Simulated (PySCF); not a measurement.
C5H6F3S: g tensor and hyperfine couplings

C5H6F3S (doublet state).
Geometry (GFN2-xTB, Å), atoms numbered from 1 in this order:
```
atom  x, y, z in Å
C1     0.019   -1.173   -0.472
C2    -0.069   -0.079    0.132
C3    -1.150    0.882    0.468
C4    -2.522    0.342    0.084
S5     1.581    0.712    0.922
C6     2.811   -0.334    0.112
F7     2.732   -1.615    0.491
F8     2.698   -0.328   -1.221
F9     4.037    0.089    0.407
H10    0.503   -2.026   -0.863
H11   -1.108    1.089    1.539
H12   -0.949    1.819   -0.057
H13   -2.728   -0.585    0.613
H14   -2.570    0.146   -0.984
H15   -3.289    1.068    0.342
```

The hyperfine couplings belong to this conformer and change with its torsions.

Identity: `[H]/[C]=C(/CC)SC(F)(F)F` [radical].

Method used: UKS B3LYP, pcH-1 on C F H S, non-relativistic, mean-field spin-orbit, GIAO in PySCF 2.14.0. One conformer (not necessarily the lowest) at the GFN2-xTB geometry, without solvent, vibrations or thermal averaging. The geometry wasn't refined by DFT: couplings that depend on bond lengths, twists or pyramidal angles can differ widely from those at the functional's own minimum. No stability test was run, so a lower SCF solution isn't excluded.

- g1, g2, g3: 2.00188, 2.00269, 2.00545
- g_iso: 2.00334
- Form of g: rhombic: the two nearest values differ by 23 % of g3 − g1
- ⟨S²⟩: 0.7626 (exact 0.7500)
- HOMO–LUMO gap, α and β orbitals: 6.38, 3.70 eV
- Basis functions: 295

Hyperfine couplings atom by atom, in 10⁻⁴ cm⁻¹; T1 to T3 are the principal values of the dipolar part; ρ(0) is the spin density at the nucleus (1 × 10⁻⁴ cm⁻¹ = 2.998 MHz):

| atom | isotope | a_iso | of which spin–orbit | T1 | T2 | T3 | Mulliken spin population | ρ(0) (bohr⁻³) |
| --- | --- | --- | --- | --- | --- | --- | --- | --- |
| C1 | 13C | 43.7 | -0.2 | -25.0 | -19.2 | 44.3 | 0.90 | 0.1169 |
| C2 | 13C | 2.7 | 0.0 | -3.5 | -2.3 | 5.8 | -0.19 | 0.0073 |
| C3 | 13C | 13.4 | 0.0 | -1.3 | -1.0 | 2.3 | 0.04 | 0.0357 |
| C4 | 13C | -0.2 | 0.0 | -0.3 | -0.2 | 0.4 | 0.00 | -0.0004 |
| S5 | 33S | 6.0 | 0.1 | -10.3 | -10.1 | 20.5 | 0.29 | 0.0510 |
| C6 | 13C | -1.6 | 0.0 | -0.4 | -0.1 | 0.5 | -0.01 | -0.0041 |
| F7 | 19F | 2.4 | 0.1 | -2.0 | -0.7 | 2.7 | 0.00 | 0.0017 |
| F8 | 19F | 0.7 | 0.0 | -1.7 | -0.1 | 1.7 | 0.00 | 0.0005 |
| F9 | 19F | 15.7 | 0.0 | -3.9 | -3.5 | 7.4 | 0.00 | 0.0112 |
| H10 | 1H | -10.6 | 0.0 | -10.5 | -1.4 | 11.9 | -0.02 | -0.0071 |
| H11 | 1H | -2.5 | 0.0 | -0.8 | -0.4 | 1.2 | 0.00 | -0.0017 |
| H12 | 1H | -2.8 | 0.0 | -0.7 | -0.5 | 1.2 | 0.00 | -0.0019 |
| H13 | 1H | 0.2 | 0.0 | -0.9 | -0.8 | 1.7 | 0.00 | 0.0001 |
| H14 | 1H | 0.5 | 0.0 | -1.1 | -0.8 | 1.9 | 0.00 | 0.0004 |
| H15 | 1H | -0.4 | 0.0 | -0.4 | -0.3 | 0.7 | 0.00 | -0.0003 |

The Mulliken spin populations are largest on C1 (+0.90), S5 (+0.29) and C2 (-0.19).

Axes: g3 points within 8° of the S5–C6 bond.

Under fast tumbling the dipolar parts average out, and these isotropic splittings remain: 1 × 1H (H10, I = 1/2, 2 lines) with 1.13 mT, 3 × 19F (F7/F8/F9, I = 1/2, 4 lines) with 0.67 mT and 2 × 1H (H11/H12, I = 1/2, 3 lines) with 0.28 mT.

Means are taken over nuclei equivalent by connectivity, which assumes that they swap fast. The three 19F nuclei of mean +18.9 MHz run from 2.1 to 47.2 MHz in the frozen geometry.

The 13C coupling of C1 (131.0 MHz) shows only in satellite lines or after enrichment, since that isotope makes up about 1.07 % of natural carbon.

The 33S coupling of S5 (17.9 MHz) shows only in satellite lines or after enrichment, since that isotope makes up about 0.76 % of natural sulfur.
